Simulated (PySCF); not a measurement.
**Does the structure fit the spectrum?**

A compound C8H10 gives the data below (simulated from a calculation) and was assigned the structure `C=CC1=C(C=C)CC1`.

13C{1H} NMR (computed): δ 149.5 (C), 145.2 (CH), 141.0 (CH), 138.0 (CH), 137.6 (CH), 131.8 (CH), 47.9 (CH2), 19.2 (CH3).

1H NMR (500 MHz, computed): δ 6.76 (m, 1H), 6.69 (m, 1H), 6.58 (d, 1H), 6.43 (t, 1H), 6.30 (m, 1H), 3.34 (m, 2H), 2.02 (d, 3H).

Computational details: coordinates at the GFN2-xTB level, GIAO PBE0/pcSseg-1 shieldings, in PySCF (averaged over atoms made equivalent by symmetry, fast rotation or ring inversion, one conformer, non-relativistic, no solvent model).

Referencing at the same level of theory: 1H (σ = 31.72 ppm) and 13C (σ = 186.93 ppm) against TMS.

(1) Compare with the shifts computed for the proposed structure, pairing carbons in order of shift.

(2) Which isomer fits?

## Answers

(1) Atoms are numbered as in `[CH2:1]=[CH:2][C:3]1=[C:4]([CH:5]=[CH2:6])[CH2:7][CH2:8]1` (H(Xn): hydrogen on atom n).

```csv
atom,computed for proposal,given list,difference
C3,149.1,149.5,-0.4
C4,149.1,145.2,+3.9
C2,136.1,141.0,-4.9
C5,136.1,138.0,-1.9
C1,121.8,137.6,-15.8
C6,121.8,131.8,-10.0
C7,25.8,47.9,-22.1
C8,25.8,19.2,+6.6
```

The rms difference is 10.8 ppm and the largest -22.1 ppm at C7 (allylic sp3 CH2). The proposal also would give 4 carbon signals, not 8. The carbon types in order of shift don't match either: C, C, CH, CH, CH2, CH2, CH2, CH2 for the proposal against C, CH, CH, CH, CH, CH, CH2, CH3 in the data. The proposal doesn't fit.

(2) `C/C=C\C1=CCC=C1`.

Carbon types of the structure: 1 × C, 5 × CH, 1 × CH2, 1 × CH3, which accounts for all hydrogens. δC 149.5: fully substituted alkene carbon; the olefinic region. δC 145.2, 141.0, 138.0, 137.6, 131.8: alkene CH; an sp2 carbon of a C=C bond. δC 47.9: allylic sp3 CH2; a saturated carbon with 2 carbon neighbours and no heteroatom attached. δC 19.2: allylic methyl carbon; saturated and bonded to C and H only.

Other isomers checked: C=C1C=C(C)/C1=C\C (rms 20.5 ppm).

The data come from this structure; uniqueness wasn't tested.

Shifts are as computed. Against solution values, carbons near 30 ppm lie about +3 ppm off and those near 130 ppm about +5 ppm. Of 1211 compounds with measured shifts, 218 miss one by over three times the rms of a fit or turn the order of signals round; such compounds aren't used in these exercises. Multiplicities follow the n + 1 count of equivalent neighbours, as no J values were calculated; m marks all less simple cases, F and P coupling included.
